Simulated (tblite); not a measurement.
A tight-binding relaxation on `[SiH]1(N[SiH2]N1)[O]` [radical].

Computed with GFN2-xTB geometry optimisation, gas phase (tblite 0.8.0). Start geometry: from a force field or distance geometry. The input is one job of a driver script: a line of settings, then coordinates in Å.

Command:
```bash
OMP_NUM_THREADS=1 python probes_run.py task.json out
```

Input:
```
{"job": {"kind": "relax", "xc": "GFN2-xTB", "basis": "xTB"}, "charge": 0, "multiplicity": 2}
O     -0.206100    -2.691500    -0.229300
Si    -0.221600    -1.110700     0.390900
N     -1.291800     0.066400    -0.347500
Si     0.062600     1.240000    -0.180700
N      1.124500    -0.201100    -0.370300
H     -0.228600    -1.021600     1.861900
H     -1.569100    -0.100200    -1.345200
H      0.214500     2.206900    -1.240600
H      0.175100     1.728300     1.193100
H      1.949400    -0.112000     0.245100
```

**Question.** Give the output.

**Answer.** 
```
step      E/eV     max force
  0    -432.78243    7.225
  1    -433.62468    1.414
  2    -433.69543    2.093
  3    -433.77275    1.005
  4    -433.82647    0.674
  5    -433.87240    0.795
  6    -433.90772    0.541
  7    -433.93627    0.574
  8    -433.96282    0.386
  9    -433.98806    0.599
... (46 lines left out)
 56    -434.33186    0.029
 57    -434.33194    0.036
 58    -434.33204    0.038
 59    -434.33212    0.035
 60    -434.33217    0.017
 61    -434.33219    0.014
 62    -434.33222    0.016
 63    -434.33225    0.018
 64    -434.33227    0.014
 65    -434.33229    0.008
```

«max force» is the largest atomic force in eV/Å.

**Question.** From which step on does the largest force stay under 0.1 eV/Å, and how much energy is left to gain from there?

**Answer.** From step 38 (0.076 eV/Å), 6.1 meV above the end.

Summary of the converged run: energy lowered by 35.7 kcal/mol over 65 steps; largest atomic force 0.008 eV/Å at the end.

Hardware: one thread of an Arm Neoverse V2, shared host with 96 logical CPUs at a one-minute load of 31. Cost: 0.29 s of wall time.
Labels such as C1 count atoms from 1, the log's own numbers from 0.
